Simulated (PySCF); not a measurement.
Cl(4+): fine-structure interval

Cl(4+) [Ne] 3s2 3p1 [3p1/2^1, M_J = 1/2] → Cl(4+) [Ne] 3s2 3p1 [3p3/2^1, M_J = 3/2], as a difference of total energies. Calculation: PySCF 2.14, in an uncontracted even-tempered set (21 s from 0.14 bohr⁻², ratio 2.4; 14 p from 0.18 bohr⁻², ratio 2.4; 5 d from 1.1 bohr⁻², ratio 2.6; 5 f from 1.7 bohr⁻², ratio 2.6); the two-component X2C-1e Hamiltonian. Correlated levels: 1s2 frozen; the 54 highest virtual spinors dropped. "Screened" scales the spin-orbit matrix elements by Boettger's factors to mimic the two-electron term; Breit and QED terms are absent.

```tsv
method	fine-structure interval (cm⁻¹)
GHF (screened spin-orbit)	2752.1
GMP2 (screened spin-orbit)	1495.0
GHF (bare spin-orbit)	2960.6
```

GHF and GMP2 differ strongly here because the two determinants are spin-polarised to different degrees; the interval is a small difference of such terms.
